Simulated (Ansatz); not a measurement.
One change: `[O]=[Mo]([F])(=[S])[Cl]` becomes `[NH2][Mo](=[O])(=[S])[Cl]`.

Ansatz, PBE0-D4/def2-TZVP geometries, multiplicity 1. Each molecule was computed in one conformer, which needn't be the lowest.

Elements past krypton have def2 core potentials.

```json
{"property": "HOMO–LUMO gap (ωB97M-V/def2-TZVPP) / eV", "`[O]=[Mo]([F])(=[S])[Cl]`": "8.82"}
{"property": "HOMO energy (PBE0/def2-TZVPP) / eV", "`[O]=[Mo]([F])(=[S])[Cl]`": "-8.43"}
{"property": "size of the dipole moment (B3LYP/def2-TZVPP) / D", "`[O]=[Mo]([F])(=[S])[Cl]`": "0.85"}
{"property": "HOMO–LUMO gap (PBE0/def2-TZVPP) / eV", "`[O]=[Mo]([F])(=[S])[Cl]`": "4.66"}
{"property": "HOMO–LUMO gap (PBE/def2-TZVPP) / eV", "`[O]=[Mo]([F])(=[S])[Cl]`": "2.76"}
{"property": "HOMO energy (ωB97M-V/def2-TZVPP) / eV", "`[O]=[Mo]([F])(=[S])[Cl]`": "-10.53"}
```

Q: What does the change do to each property? (Best estimate.)

A: The calculation gave: 
| property | `[NH2][Mo](=[O])(=[S])[Cl]` | shift |
| --- | --- | --- |
| HOMO–LUMO gap (ωB97M-V/def2-TZVPP) / eV | 8.92 | 0.10 |
| HOMO energy (PBE0/def2-TZVPP) / eV | -7.85 | 0.58 |
| size of the dipole moment (B3LYP/def2-TZVPP) / D | 3.67 | 2.82 |
| HOMO–LUMO gap (PBE0/def2-TZVPP) / eV | 4.79 | 0.13 |
| HOMO–LUMO gap (PBE/def2-TZVPP) / eV | 2.89 | 0.13 |
| HOMO energy (ωB97M-V/def2-TZVPP) / eV | -9.97 | 0.56 |

With PBE0 the HOMO rises by 0.58 eV and the LUMO rises by 0.71 eV, so the gap widens by about 0.13 eV. PBE moves the HOMO by 0.55 eV and ωB97M-V by 0.56 eV. The zero-point energy changes by 61.5 kJ/mol with +6 modes. Dipoles are sizes alone; their direction can turn.

B3LYP here is the variant with VWN-RPA as its local correlation; programs differ in this.
